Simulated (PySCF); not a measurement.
C3H7O, doublet, geometry from GFN2-xTB. Base run: DF-PBE/def2-SVP in PySCF.

PySCF was given this input:
```python
from pyscf import gto, scf, dft

mol = gto.Mole()
mol.atom = '''
    C    -1.153561   -0.849731    0.007850
    C    -0.057857    0.220170   -0.206277
    C     1.362176   -0.391880   -0.209078
    O    -0.194521    1.310222    0.509493
    H    -1.025584   -1.277119    0.999685
    H    -1.076431   -1.637088   -0.736138
    H    -2.138075   -0.392715   -0.042456
    H    -0.211267    0.560326   -1.267458
    H     1.558059   -0.806909    0.776901
    H     1.443173   -1.178534   -0.953400
    H     2.101742    0.378909   -0.408049
'''
mol.basis = 'def2-svp'
mol.charge = 0
mol.spin = 1
mol.verbose = 5
mol.build()

mf = dft.UKS(mol)
mf.xc = 'pbe'
mf = mf.density_fit(auxbasis='def2-universal-jkfit')
mf.kernel()
mf.analyze()
```

Variants of this job, named by their change:

```
change                 basis functions      E (Eh)  HOMO (eV)  dipole (D)  core-seconds (rough)
---------------------  ---------------  ----------  ---------  ----------  --------------------
base                                91  -193.28788      -5.40        2.02                    10
basis = 3-21G                       50  -192.36957      -4.86        1.92                    10
basis = pcseg-0                     50  -192.91773      -5.33        2.25                    10
basis = 6-31G                       50  -193.38281      -5.23        2.28                    10
basis = 6-311G**                   114  -193.48633      -5.51        2.07                    20
basis = 6-311++G**                 137  -193.49248      -5.74        2.37                    30
basis = def2-SVPD                  139  -193.30591      -5.77        2.36                    20
basis = 6-311+G(2d,p)              150  -193.49617      -5.74        2.32                    30
basis = aug-pcseg-1                155  -193.41069      -5.75        2.28                    30
basis = def2-TZVP                  166  -193.51059      -5.69        2.19                    30
basis = cc-pVTZ                    218  -193.50515      -5.63        2.11                    50
basis = pc-2                       218  -193.51868      -5.74        2.28                    40
basis = pcseg-2                    218  -193.51390      -5.75        2.28                    50
```

Totals compare only among sets that treat the same electrons; sets with core potentials leave the core out.

Open shells are given as the SCF converged; they aren't shown to be the lowest states, and a large step between rows can be another state.
